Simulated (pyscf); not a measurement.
Cl–Ag, singlet

Gas-phase minimum from PySCF at ωB97X-D3(BJ)/def2-SVP, one conformer. 

```
Cl
Ag 1 2.3017
```
Charge 0, spin multiplicity 1.

Properties at ωB97X-D3(BJ)/def2-SVP:

| Property | Value |
|---|---|
| Harmonic wavenumbers, unscaled | 354 cm⁻¹ |
| Zero-point energy | 0.5 kcal/mol |
| Rotational symmetry number | 1 |
| Entropy of this conformer at 298 K and 1 atm, rigid rotor and harmonic oscillator, modes under 100 cm⁻¹ raised to 100 | 245.8 J/(mol K) |
| Dipole moment | 5.84 D |

Single-point totals, which compare only within one level (frozen core for MP2 and CC):

```json
[
 {"level": "ωB97X-D3(BJ)/def2-TZVP", "total energy (hartree)": "-607.28795"},
 {"level": "PBE/def2-TZVP", "total energy (hartree)": "-607.05745"},
 {"level": "r²SCAN/def2-TZVP", "total energy (hartree)": "-607.25033"},
 {"level": "B3LYP-D3(BJ)/def2-TZVP", "total energy (hartree)": "-607.30538"},
 {"level": "PBE0-D3(BJ)/def2-TZVP", "total energy (hartree)": "-607.07781"},
 {"level": "M06-2X/def2-TZVP", "total energy (hartree)": "-607.14764"},
 {"level": "ωB97M-D3(BJ)/def2-TZVP", "total energy (hartree)": "-607.29226"},
 {"level": "HF/def2-TZVPP", "total energy (hartree)": "-605.67294"},
 {"level": "MP2/def2-TZVPP", "total energy (hartree)": "-606.52222"},
 {"level": "CCSD/def2-TZVPP", "total energy (hartree)": "-606.50627"},
 {"level": "CCSD(T)/def2-TZVPP", "total energy (hartree)": "-606.53351"}
]
```

The CCSD(T) − MP2 part came from Ansatz, without density fitting, on the same reference. The frozen core leaves the outer d or s,p core shells of the metals and heavy elements correlated in the MP2 and CC values, and def2-TZVPP describes them poorly, so these totals are far from the basis limit. Elements past Kr carry the def2 core potentials, without spin-orbit coupling.
